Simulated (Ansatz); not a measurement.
Reactions of CH$_{7}$NOSi (`NC[SiH2]O`).

Gas-phase electronic energies from Ansatz, PBE0-D4/def2-TZVP geometries. CBS: MP2 limit from def2 TZ/QZ plus the TZ coupled-cluster correction, frozen cores. DFT in def2-TZVPP. Each species was taken in one conformer, which may not be the lowest.

```csv
reaction,PBE0-D4 (kcal/mol),CCSD(T)/CBS(def2) (kcal/mol)
`NC[SiH2]O` + `C[Si](O)(O)O` → `O[SiH2]C[Si](O)(O)O` + CH₃NH₂,-7.0,-6.8
`NC[SiH2]O` + `CN[SiH2][AlH2]` → `CN[SiH2]CN` + `O[SiH2][AlH2]`,1.3,0.9
`NC[SiH2]O` + `[NH2][AlH][SiH2]S` → `[NH2][AlH][SiH2]O` + `NC[SiH2]S`,5.2,5.1
`NC[SiH2]O` + `N/C=N/BF` → `NC[SiH](N)O` + `C=NBF`,-10.6,-14.5
```

Largest T1 diagnostic: 0.014, for `N/C=N/BF`.
